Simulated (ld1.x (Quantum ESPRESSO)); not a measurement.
# Ranking TM semilocal potentials for Mn

All share these settings but for the change named:

manganese (Mn), norm-conserving Troullier–Martins (semilocal form), made with ld1.x (Quantum ESPRESSO) 7.5 (PBEsol, non-relativistic). Core [Ar], reference 3d5 4s1 4p1. Waves: 4p (bound): rc 2.15 bohr; 3d (bound): rc 1.50 bohr; 4s (bound): rc 2.00 bohr. Local part: the s channel. Core correction: none.

Test errors are all-electron minus pseudo excitation energies from the reference, over 3d5 4s2 4p0; 3d5 4s1 4p0; 3d5 4s0 4p0; 3d5.5 4s1.5 4p0; 3d5 4s0 4p2; 3d5 4s0 4p1; 3d4 4s0 4p0. None of these files shows a bound ghost.

The base gives 32.7 meV.

Of 10 variants that were run, those that failed, showed a ghost or another fault, or gave nearly equal values are left out.

A variant can come out equal or close to the base, since the largest error may sit in a test that the change hardly touches while other tests move.

(1) Rank these variants by their largest absolute test error, smallest first.
A. all radii scaled by about 1.24 (s 2.48, p 2.68, d 1.86 bohr)
B. all radii scaled by about 1.05 (s 2.10, p 2.26, d 1.58 bohr)
C. all radii scaled by about 0.84 (s 1.68, p 1.82, d 1.26 bohr)
D. all radii scaled by about 0.76 (s 1.52, p 1.64, d 1.14 bohr)

Results:

(1) B (32.3 meV), A (37.3 meV), C (43.9 meV), D (81.4 meV).
